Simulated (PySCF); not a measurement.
Species: C₁₀H₁₃B.
SMILES with atom numbers: `[CH2:1]=[CH:2][C:3]1=[C:4]([CH2:5][CH3:6])[CH:7]=[CH:8][CH:9]=[CH:10][BH:11]1` (hydrogens: H12, H13 on C1; H14 on C2; H15, H16 on C5; H17, H18, H19 on C6; H20 on C7; H21 on C8; H22 on C9; H23 on C10; H24 on B11)

Theory: PBE0-D3(BJ)/def2-SVP geometry optimisation, gas phase (PySCF 2.14.0).

Question: What internal coordinates does the optimisation give?

Answer: 
| bond | length (bohr) |
| --- | --- |
| C1=C2 | 2.534 |
| C2–C3 | 2.789 |
| C3=C4 | 2.645 |
| C4–C5 | 2.869 |
| C5–C6 | 2.886 |
| C4–C7 | 2.696 |
| C7=C8 | 2.598 |
| C8–C9 | 2.676 |
| C9=C10 | 2.593 |
| C10–B11 | 2.878 |
| C3–B11 | 2.911 |
| C1–H12 | 2.064 |
| C1–H13 | 2.065 |
| C2–H14 | 2.069 |
| C5–H15, C5–H16 | 2.079 |
| C6–H17, C6–H18, C6–H19 | 2.080 |
| C7–H20 | 2.071 |
| C8–H21 | 2.069 |
| C9–H22 | 2.073 |
| C10–H23 | 2.073 |
| B11–H24 | 2.291 |

Bonds in one row agree within 0.02 bohr and their mean is given. A selection of angles:
| angle | degrees |
| --- | --- |
| C2–C1–H12 | 121.9 |
| C2–C1–H13 | 120.7 |
| H12–C1–H13 | 117.5 |
| C1–C2–C3 | 126.2 |
| C1–C2–H14 | 116.6 |
| C3–C2–H14 | 117.2 |
| C2–C3–C4 | 117.1 |
| C2–C3–B11 | 117.0 |
| C4–C3–B11 | 125.9 |
| C3–C4–C5 | 120.6 |
| C3–C4–C7 | 126.8 |
| C5–C4–C7 | 112.6 |
| C4–C5–C6 | 112.7 |
| C4–C5–H15 | 108.5 |
| C6–C5–H15 | 109.0 |
| H15–C5–H16 | 105.8 |
| C5–C6–H17 | 111.0 |
| H17–C6–H18 | 107.9 |
| C4–C7–C8 | 133.7 |
| C4–C7–H20 | 113.0 |
| C8–C7–H20 | 113.3 |
| C7–C8–C9 | 130.1 |
| C7–C8–H21 | 114.8 |
| C9–C8–H21 | 115.1 |
| C8–C9–C10 | 127.4 |
| C8–C9–H22 | 114.5 |
| C10–C9–H22 | 118.1 |
| C9–C10–B11 | 128.7 |
| C9–C10–H23 | 114.4 |
| B11–C10–H23 | 116.9 |
| C10–B11–H24 | 115.6 |
| C3–B11–C10 | 127.3 |
| C3–B11–H24 | 117.0 |

Torsions: C1–C2–C3–C4 -152° (antiperiplanar); C2–C3–C4–C5 3° (synperiplanar); C3–C4–C5–C6 -92° (anticlinal); C3–C4–C7–C8 -1° (synperiplanar); C4–C7–C8–C9 -2° (synperiplanar); C7–C8–C9–C10 0° (synperiplanar); C8–C9–C10–B11 2° (synperiplanar); C9–C10–B11–C3 -2° (synperiplanar); C2–C3–B11–C10 177° (antiperiplanar). The mirror-image conformer, all signs reversed, is as good.

B11 (ring boron) is planar (angles 127.3°, 117.0° and 115.6°, sum 360.0°, 0.01 Å off the plane of its three neighbours). The C–C distances run from 1.341 Å (C1=C2, drawn double) to 1.527 Å (C5–C6, drawn single), a spread of 0.186 Å. The 7-membered ring C3–C4–C7–C8–C9–C10–B11 has internal angles of 125.9° to 133.7°; it is almost planar, 0.01 Å rms from its mean plane, widest ring torsion 3°. Of the pairs four or more bonds apart, H14···H16 is among the closest relative to their van der Waals radii: 2.06 Å, 86 % of the sum of Bondi's values.

Point group: C1 (no symmetry element, even within 0.4 Å). No PBE0-D3(BJ)/def2-SVP frequencies stand behind this structure, so it isn't proved a minimum. One conformer, not necessarily the lowest.
